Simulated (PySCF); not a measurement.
# UHF on Cu³⁺ (copper, charge +3)

Configuration: [Ar] 3d8, high-spin 3F determinant. Computed with PySCF 2.14 in cc-pVDZ-DK (6s5p3d1f, 43 functions), with the spin-free X2C one-electron Hamiltonian (Gaussian nucleus).

```
Total energy                        : -1651.017978 hartree
One-electron energy                 : -2258.9226 hartree
Hartree (Coulomb) energy            : 673.4639 hartree
Exchange energy                     : -65.5593 hartree
⟨S²⟩                                : 2.0021
⟨L²⟩                                : 12.020
Sum of ⟨r⟩                          : 14.42 bohr
Sum of ⟨r²⟩                         : 12.68 bohr²
Langevin diamagnetic susceptibility : -10.0 ×10⁻⁶ cm³/mol
Time after the integrals            : 0.14 s of wall time on 1 thread of Neoverse-V1 (shared host)
```

| shell | electrons | mean orbital energy (eV) | spread (eV) | rms radius, mean of both spins (bohr) |
| --- | --- | --- | --- | --- |
| 1s α | 1 | -9094.6 | 0 | 0.0601 |
| 1s β | 1 | -9094.5 | 0 | 0.0601 |
| 2s α | 1 | -1183.4 | 0 | 0.254 |
| 2s β | 1 | -1181.0 | 0 | 0.254 |
| 2p α | 3 | -1023.9 | 0 | 0.228 |
| 2p β | 3 | -1021.5 | 0 | 0.228 |
| 3s α | 1 | -190.65 | 0 | 0.757 |
| 3s β | 1 | -184.83 | 0 | 0.757 |
| 3p α | 3 | -141.78 | 0 | 0.799 |
| 3p β | 3 | -134.80 | 0 | 0.799 |
| 3d α | 5 | -62.244 | 1.604 | 0.952 |
| 3d β | 3 | -59.427 | 0 | 0.952 |

Densities and radii are taken from the X2C orbitals without a picture-change correction, which distorts them close to the nucleus.
